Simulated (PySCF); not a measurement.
Two species compared at the same levels of theory.

First species: C5H7NO.
Geometry (PBE0-D3(BJ)/def2-SVP, Å), atoms numbered from 1 in this order:
```xyz
14
C5H7NO angstrom
N      2.4823    1.2411    1.4292
C      1.7459    0.8114    0.6462
C      0.8095    0.2717   -0.3283
C      0.2353   -1.1176    0.0582
C     -1.2648   -0.8381    0.1793
O     -1.5067    0.2375   -0.6909
C     -0.4685    1.1446   -0.4749
H      1.3358    0.2100   -1.2928
H      0.6746   -1.5108    0.9848
H      0.4374   -1.8370   -0.7467
H     -1.8985   -1.6832   -0.1234
H     -1.5253   -0.5637    1.2212
H     -0.6277    1.7292    0.4525
H     -0.4173    1.8403   -1.3232
```

Second species: 1-pyrroline, C4H7N.
SMILES: `C1=NCCC1`

Levels: CAM-B3LYP/def2-SVPD for HOMO energy, LUMO energy, HOMO–LUMO gap and static isotropic polarisability; TDDFT CAM-B3LYP/def2-SVPD for lowest singlet excitation. Geometries: PBE0-D3(BJ)/def2-SVP. Each species is one conformer at its optimised geometry, gas phase, non-relativistic unless stated. Electronic properties by PySCF.

Values for the first species:

| Item | Value |
| --- | --- |
| HOMO energy | -9.60 eV |
| LUMO energy | 0.91 eV |
| HOMO–LUMO gap | 10.51 eV |
| Lowest singlet excitation | 7.38 eV |
| Static isotropic polarisability | 63.5 au |

Q: Estimate the same properties for the second species, and the change in each.

A: 
```tsv
property	first	second	second less first
HOMO energy	-9.60 eV	-8.87 eV	+0.73 eV
LUMO energy	0.91 eV	1.20 eV	+0.29 eV
HOMO–LUMO gap	10.51 eV	10.07 eV	-0.44 eV
lowest singlet excitation	7.38 eV	5.46 eV	-1.92 eV
static isotropic polarisability	63.5 au	52.1 au	-11.4 au
```

On the first: The polarisability is 9.42 Å³ as a volume (1 au = 0.148185 Å³), or 1.22 au for each of the 52 electrons. No computed singlet falls in the visible range (750 to 380 nm, 1.65 to 3.26 eV); S1 lies 4.12 eV above its blue end.

On the second: S1 lies 4.61 eV below the HOMO–LUMO gap; its leading configuration is HOMO→LUMO, weight 0.97. The principal polarisabilities are 42.7, 52.6 and 61.1 au; their mean is the isotropic value.
